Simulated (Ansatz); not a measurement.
MoO2. Total charge 0; triplet. Geometry r2SCAN-D4/def2-TZVP; atoms count from 1.

Cartesian coordinates in Å:
```
Mo -0.6103 0.1127 0.0037
O 0.1144 -1.1198 0.9115
O 0.4960 1.0072 -0.9152
```

In the def2 sets Mo takes a core potential; there is no spin–orbit coupling. The structure comes from a short search, and lower isomers may exist.

(1) Estimate the Mulliken populations from the PBE0/def2-TZVP orbitals of Ansatz.

(2) Where does the spin sit?

(3) And the Mayer bond orders between bonded heavy atoms (over 0.3)?

Answers

(1) 
```
atom  charge (e)  spin (α − β)  d electrons
 Mo1        1.15          2.03         4.13
  O2       -0.58         -0.01            –
  O3       -0.58         -0.01            –
```
Mulliken values and Mayer orders depend strongly on the basis.

(2) Summed by element: Mo 2.03, O -0.03, of 2 unpaired in all. Largest on single atoms: Mo1 2.03, O2 -0.01, O3 -0.01.

(3) Mo1–O2 2.00 (1.69 Å); Mo1–O3 2.00 (1.69 Å).
